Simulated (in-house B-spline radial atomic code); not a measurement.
**Tc XXXIX (Tc38+): [He] 2s2 2p1**

Method: Dirac-Kohn-Sham PW91, spherical fractional occupations, Fermi nucleus of rms radius 4.41117 fm. Calculated with an all-electron radial atomic-structure program (B-spline basis).

Z_r = [3n² - l(l+1)]/(2<r>); Z_e = n√(-2ε); the last column is Slater's effective charge. Values are occupation-weighted means over j. An effective charge above Z reflects the relativistic contraction of the inner shells.

```json
{"shell": "1s", "electrons": "2", "ε (eV)": "-24026", "<r> (bohr)": "0.03413", "Z_r": "43.94", "Z_e": "42.02", "Slater": "42.70"}
{"shell": "2s", "electrons": "2", "ε (eV)": "-5601.2", "<r> (bohr)": "0.1405", "Z_r": "42.69", "Z_e": "40.58", "Slater": "40.60"}
{"shell": "2p", "electrons": "1", "ε (eV)": "-5388.3", "<r> (bohr)": "0.1207", "Z_r": "41.41", "Z_e": "39.80", "Slater": "40.60"}
```

The least bound orbital is 2p3/2 at -5342 eV, while the most diffuse is 2s1/2 (<r> = 0.1405 bohr against 0.1221 bohr): energy order and size order differ.

Spin-orbit splittings of the orbital energies (j = l + 1/2 above j = l - 1/2 when positive): 2p 139.3 eV.

For the 1s electron the small component carries 2.48 % of the norm, the zero-frequency Breit interaction raises the level by 33.23 eV, self-energy by 23.06 eV, and vacuum polarisation lowers it by 2.71 eV.
